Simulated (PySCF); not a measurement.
(Z)-1,2-difluoro-1-methoxyethene (C3H4F2O), SMILES CO/C(F)=C/F. The structure is a stationary point at PBE-D3(BJ)/def2-SVP. Other conformers were not sampled.

The numbers are results of PBE-D3(BJ)/def2-SVP in PySCF, not measurements.

Harmonic wavenumbers (cm⁻¹): 83, 146, 195, 243, 355, 477, 576, 660, 733, 875, 1016, 1125, 1152, 1166, 1261, 1289, 1408, 1421, 1427, 1766, 2953, 3045, 3103, 3162. Rotational constants (GHz): 8.287, 2.182, 1.843; symmetry number 1.

Task: Work out the zero-point energy and the ideal-gas rigid-rotor harmonic-oscillator thermochemistry at 298.15 K and 1 atm.

Result: ZPE = ½ Σ hcν = ½ × 29636 cm⁻¹ = 42.37 kcal/mol. H − E(el) = 47.05 kcal/mol. Entropy in cal/(mol K): translation 39.54, rotation 26.67, vibration 14.00, total 80.21. G − E(el) = 23.14 kcal/mol. Cp = 23.33 cal/(mol K). Modes under 150 cm⁻¹ make the vibrational entropy uncertain.
